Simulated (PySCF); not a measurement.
# Fractional electron number in Er⁺ (erbium, charge +1)

The 6s alpha orbital of [Xe] 4f12 6s1 is emptied in steps (occupation f), with all orbitals relaxed, ending at [Xe] 4f12. Calculation: PySCF 2.14, in def2-SVP with the def2 core potential (28 electrons) (10s7p4d3f1g, 81 functions); scalar relativity through the core potential. The exact energy is a straight line in f; departures are measured from the line between the end points of the same method.

| f | UHF (eV) |
| --- | --- |
| 1 | 0.000 |
| 0.8 | 0.005 |
| 0.6 | 0.007 |
| 0.4 | 0.007 |
| 0.2 | 0.004 |
| 0 | 0.000 |

| method | E(f=0) − E(f=1) (eV) | −ε at f=1 (eV) | −ε at f=0.4 (eV) |
| --- | --- | --- | --- |
| UHF | 10.974 | 11.003 | 10.968 |

Orbital energy along the path (eV):

```tsv
f	UHF
1	-11.003
0.8	-10.991
0.6	-10.980
0.4	-10.968
0.2	-10.958
0	-10.947
```

Reference removal energy between the ground levels: 11.916 ± 0.02 eV (semi-empirical (NIST evaluation); NIST Atomic Spectra Database, ionization energies). The calculation has no spin-orbit coupling. UHF lacks correlation.
